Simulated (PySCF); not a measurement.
Compound: C₇H₈.
Atom-mapped SMILES: `[CH3:1][c:2]1[cH:3][cH:4][cH:5][cH:6][cH:7]1`

Definitions: NICS(0) = −σiso at the ring centroid; NICS(1) = −σiso and NICS(1)zz = −σzz at ±1 Å along the ring normal z. Level: GIAO PBE0/pcSseg-1 (PySCF, non-relativistic, gas phase) on the PBE0-D3(BJ)/def2-SVP geometry, one conformer.

Ring bond lengths (Å), with Mayer bond orders in brackets: C2–C3 1.400 (1.40), C3–C4 1.394 (1.44), C4–C5 1.394 (1.43), C5–C6 1.394 (1.43), C6–C7 1.393 (1.44), C7–C2 1.400 (1.40).

What do the NICS probes read (ppm)?

| ring | type | NICS(0) | NICS(1), two faces | NICS(1)zz, two faces | rms pucker (Å) | centre to ring atoms, mean (Å) |
| --- | --- | --- | --- | --- | --- | --- |
| C2–C3–C4–C5–C6–C7 | 6-membered carbocycle; formal bonds all aromatic | -8.7 | -11.4 / -11.2 | -28.6 / -28.4 | 0.00 | 1.40 |

What do they say, and how far can they be read as aromaticity?

- C2–C3–C4–C5–C6–C7: mean NICS(1)zz -28.5 ppm, shielded, aromatic by this magnetic criterion (flat ring, no four-coordinate atom).

What does the geometric index give? Use HOMA with the parameters of Krygowski (1993).

- C2–C3–C4–C5–C6–C7: HOMA 0.98 = 1 − EN − GEO, with mean bond length 1.396 Å, EN = α(Ropt − mean)² = 0.016 and GEO = α × variance = 0.002. The geometric and the magnetic index point the same way.

Give the inner angles of the rings and the Hirshfeld charges of the ring atoms.

- C2–C3–C4–C5–C6–C7: C2 118.1° (+0.008 e), C3 121.1° (-0.056 e), C4 120.2° (-0.051 e), C5 119.4° (-0.056 e), C6 120.2° (-0.051 e), C7 121.1° (-0.056 e); sum 720.0° against 720° for a flat convex ring.

How shielded are the nuclei of the rings and their hydrogens (means over atoms taken as equivalent)?

| atoms | environment | σ isotropic (ppm) | principal values of the symmetric part, first atom (ppm) |
| --- | --- | --- | --- |
| C2 | substituted aromatic carbon | 41.5 | -64.6, 13.0, 176.0 |
| C3 (×2) | aromatic CH carbon | 49.9 | -56.3, 44.4, 161.7 |
| C4 (×2) | aromatic CH carbon | 50.5 | -61.0, 38.7, 173.9 |
| C5 | aromatic CH carbon | 53.5 | -56.0, 39.9, 176.6 |
| H on C3 (×2) | aromatic hydrogen | 23.98 | 20.4, 23.3, 28.2 |
| H on C4 (×2) | aromatic hydrogen | 23.89 | 20.6, 24.3, 26.7 |
| H on C5 | aromatic hydrogen | 24.01 | 20.8, 24.6, 26.6 |
